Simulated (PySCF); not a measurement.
# Correlation energy of Ni (nickel, neutral)

[Ar] 3d8 4s2, high-spin 3F determinant. Calculation: PySCF 2.14, in x2c-TZVPPall with one added diffuse shell each of s, p, d, f type (7s6p5d3f1g, 80 functions); scalar relativity by spin-free X2C-1e. Frozen: [Ne]; 18 electrons correlated.

```csv
level,correlation energy (mhartree)
CCSD,-634.68
(T),-17.53
CCSD(T),-652.21
```

Diagnostics: T1 = 0.019, D1 = 0.0657, largest double amplitude 0.065.

Cost of the coupled-cluster step: roughly 70 core-seconds, for 18 correlated electrons.

This basis was not built for core-valence correlation, so the inner-shell part is incomplete.
